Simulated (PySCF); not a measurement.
**From computed data to an observable: dipole moment from atomic charges**

CuH, SMILES [CuH] (connectivity only; charge and spin as stated), neutral, multiplicity 1. Atoms are numbered in the order given.

```xyz
2

Cu     0.0000     0.0000    -0.0495
H      0.0000     0.0000     1.4359
```
Charge 0, spin multiplicity 1.

Geometry optimised at PBE0-D3(BJ)/def2-TZVPD. The spin state was assumed, not searched.

Charges (e) from B3LYP/def2-TZVPD (PySCF):

```json
[
 {"atom": "Cu1", "IAO": "0.213", "ESP fit": "0.339"},
 {"atom": "H2", "IAO": "-0.213", "ESP fit": "-0.339"}
]
```

The dipole moment of the full density is 2.64 D.

Question: What dipole moment does each set of point charges give, and which comes closer to that of the density?

Answer: 
μ = Σ q r, and 1 e Å = 4.8032 D.
IAO: Σ q r = (0.000, 0.000, -0.316) e Å, |μ| = 1.52 D.
ESP fit: Σ q r = (0.000, 0.000, -0.504) e Å, |μ| = 2.42 D.
ESP fit comes closer in size. Point charges leave out the atoms' own dipoles (lone pairs, polarised bonds); fits to the potential absorb them, partitions of the density don't.
